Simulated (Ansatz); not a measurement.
The cluster CuAu2⁺. Charge 1, multiplicity 3. Geometry PBE0-D4/def2-TZVP, that of the neutral doublet; atoms count from 1.

```
atom   x (Å)   y (Å)   z (Å)
 Au1   0.457  -1.278   0.730
 Au2   0.506   1.439   0.221
 Cu3  -0.963  -0.161  -0.951
```

In the def2 sets Au takes a core potential; there is no spin–orbit coupling. At PBE0-D4/def2-TZVP a singlet of charge 1 lies 2.48 eV below the triplet, each at its own geometry. The structure comes from a short search, and lower isomers may exist.

(1) Estimate the Mulliken populations from the PBE0/def2-TZVP orbitals of Ansatz.

(2) Where does the spin sit?

(3) And the Mayer bond orders between heavy atoms (over 0.3)?

Results:

(1) 
| atom | charge (e) | spin (α − β) | d electrons |
| --- | --- | --- | --- |
| Au1 | 0.29 | 0.80 | 9.52 |
| Au2 | 0.29 | 0.80 | 9.52 |
| Cu3 | 0.42 | 0.41 | 9.63 |
Mulliken values depend strongly on the basis.

(2) Summed by element: Au 1.59, Cu 0.41, of 2 unpaired in all. Largest on single atoms: Au1 0.80, Au2 0.80, Cu3 0.41.

(3) Au1–Au2 0.45 (2.76 Å); Au1–Cu3 0.89 (2.47 Å); Au2–Cu3 0.89 (2.47 Å).
